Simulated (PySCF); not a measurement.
diethyl sulfide (C4H10S), singlet, geometry from GFN2-xTB; B3LYP/STO-3G (PySCF).

Here is a job for PySCF.
```python
from pyscf import gto, scf, dft

mol = gto.M(
    atom='''
C     2.560674   -0.007758   -0.238388
C     1.106354    0.249564   -0.581266
S     0.038049   -0.224781    0.829016
C    -1.553893    0.475589    0.276743
C    -2.192962   -0.315920   -0.848776
H     2.850209    0.567661    0.637580
H     3.196552    0.277998   -1.074003
H     2.716776   -1.061996   -0.022780
H     0.930353    1.308383   -0.777189
H     0.803100   -0.338536   -1.448012
H    -1.375110    1.512437   -0.011201
H    -2.182656    0.457998    1.166380
H    -2.314895   -1.355578   -0.554183
H    -1.582153   -0.278953   -1.748084
H    -3.171995    0.098226   -1.082633
''',
    basis='sto-3g',
    charge=0,
    spin=0,
    verbose=4,
)

mf = dft.RKS(mol)
mf.xc = 'b3lyp'
mf.init_guess = 'vsap'
mf.kernel()
```

Task: What does PySCF print? Leave out banner, timings and long lists.

Result: 
```
PySCF version 2.14.0

[INPUT] verbose = 4
[INPUT] num. atoms = 15
[INPUT] num. electrons = 50
[INPUT] charge = 0
[INPUT] spin (= nelec alpha-beta = 2S) = 0
[INPUT] symmetry False subgroup None
[INPUT] Mole.unit = angstrom
[INPUT] Symbol           X                Y                Z      unit          X                Y                Z       unit  Magmom
[INPUT]  1 C      2.560674000000  -0.007758000000  -0.238388000000 AA    4.838972554295  -0.014660495274  -0.450488031383 Bohr   0.0
[INPUT]  2 C      1.106354000000   0.249564000000  -0.581266000000 AA    2.090706056817   0.471607610551  -1.098433545521 Bohr   0.0
[INPUT]  3 S      0.038049000000  -0.224781000000   0.829016000000 AA    0.071902189314  -0.424774528006   1.566613192882 Bohr   0.0
[INPUT]  4 C     -1.553893000000   0.475589000000   0.276743000000 AA   -2.936432196879   0.898732957856   0.522968476891 Bohr   0.0
[INPUT]  5 C     -2.192962000000  -0.315920000000  -0.848776000000 AA   -4.144097581578  -0.597002277273  -1.603954181104 Bohr   0.0
[INPUT]  6 H      2.850209000000   0.567661000000   0.637580000000 AA    5.386114407770   1.072723821597   1.204851582500 Bohr   0.0
[INPUT]  7 H      3.196552000000   0.277998000000  -1.074003000000 AA    6.040607822931   0.525340083177  -2.029571526961 Bohr   0.0
[INPUT]  8 H      2.716776000000  -1.061996000000  -0.022780000000 AA    5.133962581791  -2.006881585384  -0.043047961118 Bohr   0.0
[INPUT]  9 H      0.930353000000   1.308383000000  -0.777189000000 AA    1.758112369167   2.472485536037  -1.468674357025 Bohr   0.0
[INPUT] 10 H      0.803100000000  -0.338536000000  -1.448012000000 AA    1.517639050638  -0.639740323306  -2.736346105084 Bohr   0.0
[INPUT] 11 H     -1.375110000000   1.512437000000  -0.011201000000 AA   -2.598581291151   2.858091710659  -0.021166822321 Bohr   0.0
[INPUT] 12 H     -2.182656000000   0.457998000000   1.166380000000 AA   -4.124622064139   0.865490785599   2.204138757170 Bohr   0.0
[INPUT] 13 H     -2.314895000000  -1.355578000000  -0.554183000000 AA   -4.374517557125  -2.561671160486  -1.047254092890 Bohr   0.0
[INPUT] 14 H     -1.582153000000  -0.278953000000  -1.748084000000 AA   -2.989835857159  -0.527144771626  -3.303400002734 Bohr   0.0
[INPUT] 15 H     -3.171995000000   0.098226000000  -1.082633000000 AA   -5.994201818490   0.185620238312  -2.045879863416 Bohr   0.0

nuclear repulsion = 236.155209683094
number of shells = 27
number of NR pGTOs = 117
number of NR cGTOs = 39
basis = sto-3g
ecp = {}

******** <class 'pyscf.dft.rks.RKS'> ********
method = RKS
initial guess = vsap
damping factor = 0
level_shift factor = 0
DIIS = <class 'pyscf.scf.diis.CDIIS'>
diis_start_cycle = 1
diis_space = 8
diis_damp = 0
SCF conv_tol = 1e-09
SCF conv_tol_grad = None
SCF max_cycles = 50
direct_scf = True
direct_scf_tol = 1e-13
XC library pyscf.dft.libxc version 7.1.2
    S. Lehtola, C. Steigemann, M. J. T. Oliveira, and M. A. L. Marques,  SoftwareX 7, 1–5 (2018)
XC functionals = b3lyp
    P. J. Stephens, F. J. Devlin, C. F. Chabalowski, and M. J. Frisch,  J. Phys. Chem. 98, 11623 (1994)
radial grids:
    Treutler-Ahlrichs [JCP 102, 346 (1995); DOI:10.1063/1.469408] (M4) radial grids

becke partition: Becke, JCP 88, 2547 (1988); DOI:10.1063/1.454033
pruning grids: <function nwchem_prune>
grids dens level: 3
symmetrized grids: False
atomic radii adjust function: <function treutler_atomic_radii_adjust>
small_rho_cutoff = 0
Set gradient conv threshold to 3.16228e-05
tot grids = 173432
  HOMO = -0.465459591061553  LUMO = -0.28267377280392  gap/eV = 4.97386
init E= -549.429474081737
  HOMO = 0.000271666164594841  LUMO = 0.452170455125749  gap/eV = 12.29679
cycle= 1 E= -549.696774601926  delta_E= -0.267  |g|= 1.39  |ddm|= 4.19
  HOMO = -0.0560912884350575  LUMO = 0.114764830749824  gap/eV = 4.64923
cycle= 2 E= -549.66970544521  delta_E= 0.0271  |g|= 1.42  |ddm|= 3.97
  HOMO = -0.122171736460204  LUMO = 0.229215785251294  gap/eV = 9.56174
cycle= 3 E= -550.350866261947  delta_E= -0.681  |g|= 0.112  |ddm|= 2.28
  HOMO = -0.0938683191554104  LUMO = 0.245453486068571  gap/eV = 9.23342
cycle= 4 E= -550.354889170945  delta_E= -0.00402  |g|= 0.0408  |ddm|= 0.228
  HOMO = -0.0964116721154571  LUMO = 0.246504567725697  gap/eV = 9.33123
cycle= 5 E= -550.35539155002  delta_E= -0.000502  |g|= 0.00521  |ddm|= 0.0548
  HOMO = -0.0989533340842175  LUMO = 0.244490706527222  gap/eV = 9.34559
cycle= 6 E= -550.355403205314  delta_E= -1.17e-05  |g|= 0.00058  |ddm|= 0.0105
  HOMO = -0.0989572414305854  LUMO = 0.244491450945582  gap/eV = 9.34571
cycle= 7 E= -550.355403280871  delta_E= -7.56e-08  |g|= 0.000321  |ddm|= 0.00119
  HOMO = -0.0989331129212396  LUMO = 0.244512688651723  gap/eV = 9.34564
cycle= 8 E= -550.355403313271  delta_E= -3.24e-08  |g|= 2.41e-05  |ddm|= 0.000467
  HOMO = -0.0989323537604482  LUMO = 0.244512445768113  gap/eV = 9.34561
cycle= 9 E= -550.35540331345  delta_E= -1.79e-10  |g|= 8.72e-06  |ddm|= 4.76e-05
  HOMO = -0.0989332822281707  LUMO = 0.244512251628453  gap/eV = 9.34563
Extra cycle  E= -550.35540331346  delta_E= -1.01e-11  |g|= 7.69e-06  |ddm|= 2.24e-05
converged SCF energy = -550.35540331346
```
